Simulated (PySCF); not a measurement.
Z-matrix (Å, degrees):
```
C
C 1 1.3756
C 1 1.3756 2 124.66
H 3 1.0801 1 121.53 2 -179.99
H 2 1.0801 1 121.53 3 179.99
H 3 1.0824 4 117.60 1 -179.99
H 2 1.0824 5 117.60 1 -179.99
H 1 1.0856 2 117.67 5 0.00
```
Charge 0, spin multiplicity 2.

Q: What total energy, dipole moment and highest occupied spin orbital does PBE-D3(BJ)/def2-TZVP // CAM-B3LYP-D3(BJ)/def2-TZVP in PySCF give?

A: 
- total energy: -117.1382 Ha
- dipole moment: 0.015 e·Å
- highest occupied spin orbital: -4.69 eV
